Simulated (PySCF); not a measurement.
# Working out the electron affinity of Br

Br- [Kr] (1S) → Br [Ar] 3d10 4s2 4p5 (2P). Computed with PySCF 2.14 in def2-TZVPPD (7s6p5d1f, 57 functions), with no relativity, point nucleus. Frozen: [Ne]. Energies in hartree (1 hartree = 27.21139 eV):

| part | Br- (lower) | Br (upper) |
| --- | --- | --- |
| UHF | -2572.486983 | -2572.398469 |
| MP2 opposite-spin | -0.242102 | -0.216964 |
| MP2 same-spin | -0.109423 | -0.096710 |

Problem. What does Hartree-Fock give?

Solution. (-2572.398469) − (-2572.486983) = 0.088514 hartree = 2.409 eV.

Problem. What do MP2 and SCS-MP2 (6/5 opposite-spin, 1/3 same-spin) give?

Solution. The opposite-spin parts differ by 0.684 eV and the same-spin parts by 0.346 eV. MP2: 2.409 + (0.684) + (0.346) = 3.439 eV. SCS-MP2: 2.409 + 1.2 × (0.684) + (0.346)/3 = 3.345 eV.

A first-order spin-orbit estimate adds -0.136 eV to MP2 (valence and next inner shell), giving 3.303 eV against 3.364 eV (measured; photodetachment measurements, as compiled on the Wikipedia data page of electron affinities).

The calculation is non-relativistic.

What remains against the reference includes basis incompleteness, the frozen core and correlation beyond second order.
